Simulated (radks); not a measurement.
Question: Species: Rb3+. Configuration: [Ar] 3d10 4s2 4p4. All-electron calculation, Dirac Kohn-Sham, PBE, spin-unpolarised, spherical densities, finite nucleus; open shells are shared between the two j in proportion to 2j + 1; Fermi nuclear charge, rms radius 4.2036 fm. Program: a radial shooting solver on a logarithmic mesh with Libxc functionals.

Spin-orbit splittings of the eigenvalues, e(l+1/2) - e(l-1/2), with zeta = 2 splitting/(2l+1) and mean radii in bohr:

| shell | occ. | splitting (eV) | zeta (eV) | <r> j=l-1/2 | <r> j=l+1/2 |
|---|---|---|---|---|---|
| 2p | 6 | 60.79 | 40.53 | 0.1523 | 0.1563 |
| 3p | 6 | 9.144 | 6.096 | 0.5112 | 0.5216 |
| 3d | 10 | ? | ? | 0.5216 | 0.5253 |
| 4p | 4 | 1.078 | 0.7186 | 1.555 | 1.582 |

Estimate the 3d splitting.

Answer: 1.556 eV (zeta = 0.6224 eV).
